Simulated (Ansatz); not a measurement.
Geometry optimisation, Ansatz, RKS PBE0-D4/6-31G.

Input file:

```yaml
crystal:
  periodic: [false, false, false]
  atoms:
    - { symbol: B, position_ang: [0.0, 0.0, 0.0] }
    - { symbol: "N", position_ang: [0.0, 0.0, 1.55] }
    - { symbol: H, position_ang: [-0.877, -0.2713, 2.08] }
    - { symbol: H, position_ang: [0.877, 0.2713, 2.08] }
    - { symbol: "N", position_ang: [1.3423, 0.0, -0.775] }
    - { symbol: H, position_ang: [1.8089, -0.9179, -1.0268] }
    - { symbol: H, position_ang: [1.7937, 0.9179, -1.0532] }
    - { symbol: Cl, position_ang: [-1.6108, 0.0, -0.93] }
basis:
  gaussian: { orbitals: "6-31G" }
hamiltonian:
  xc: pbe0
  dispersion: d4
relax:
  f_tol: 0.02
  max_steps: 40
```

Launched with:

```bash
$ ansatz run input.yaml --threads 1 --pin off --max-ram 2048MiB --backend cpu --events-out ev --progress --plain --runs-dir out
```

Question: Where does it end, and by what steps?

Answer: The forces met the threshold. Limits of this set-up: no polarisation functions. After 9 steps the energy has fallen by 1.648 eV; H6 moved furthest, 1.11 Å.

```tsv
step	energy less start (eV)	largest force component (eV/Å)	accepted
0	0.0000	2.847	yes
1	-0.8864	1.303	yes
2	-1.0132	1.428	yes
3	-1.1335	0.696	yes
4	-1.2213	1.477	yes
5	-1.4240	0.888	yes
6	-1.5657	0.512	yes
7	-1.6364	0.201	yes
8	-1.6475	0.093	yes
9	-1.6482	0.013	yes
```

```xyz
8
Properties=species:S:1:pos:R:3
B 0.101 0.071 0.064
N 0.023 -0.151 1.450
H -0.854 -0.121 1.942
H 0.827 -0.349 2.022
N 1.274 0.046 -0.710
H 2.185 -0.143 -0.324
H 1.258 0.218 -1.701
Cl -1.479 0.428 -0.818
```

Whether the end is a true minimum wasn't checked by a vibrational analysis.

Time of the run: 19 s on 1 thread of Arm Neoverse V2 (shared host), peak memory 0.12 GiB.
